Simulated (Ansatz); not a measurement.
```yaml
crystal:
  periodic: [false, false, false]
  atoms:
    - {symbol: C, position_ang: [-1.218873, -0.832699, -0.947866]}
    - {symbol: N, position_ang: [-0.473146, 0.073728, -0.148973]}
    - {symbol: Mo, position_ang: [0.739904, 0.388344, 1.025890]}
    - {symbol: O, position_ang: [1.421035, -1.089025, 1.428491]}
    - {symbol: O, position_ang: [2.035230, 1.505992, 0.252836]}
    - {symbol: F, position_ang: [-0.077940, 1.184631, 2.497721]}
    - {symbol: H, position_ang: [-0.867632, -1.862365, -0.815675]}
    - {symbol: H, position_ang: [-2.278579, -0.780391, -0.679405]}
    - {symbol: H, position_ang: [-1.127462, -0.560467, -2.004231]}
    - {symbol: H, position_ang: [1.930560, 1.921050, -0.605888]}
basis:
  gaussian: {orbitals: def2-TZVPP}
total_charge: 1
magnetization: {spin_polarized: true, initial_magnetization: 1}
hamiltonian: {xc: {name: PBEsol}}
smearing: {width: 0.1}
```

```sh
$ ansatz run in.yaml --threads 2 --pin off --events-out ev --progress --plain --max-ram 32768MiB --backend cpu
```

(1) How does Ansatz answer? (An estimate is asked.)

Answers

(1) The calculation gave: The program refused the input.
```
Error: YAML parse error: error: line 19 column 1: unknown field `smearing`, expected one of crystal, accuracy, basis, kpoints, hamiltonian, magnetization, projection, total_charge, correlation, batch, efield, external_charges, scf, relax, neb, saddle, md, ramp, phonons, dielectric, real_time, elastic, magnetic_configurations, gw, evaluate, workflow, output, checkpoint, execution
17 | magnetization: {spin_polarized: true, initial_magnetization: 1}
18 | hamiltonian: {xc: {name: PBEsol}}
19 | smearing: {width: 0.1}
```
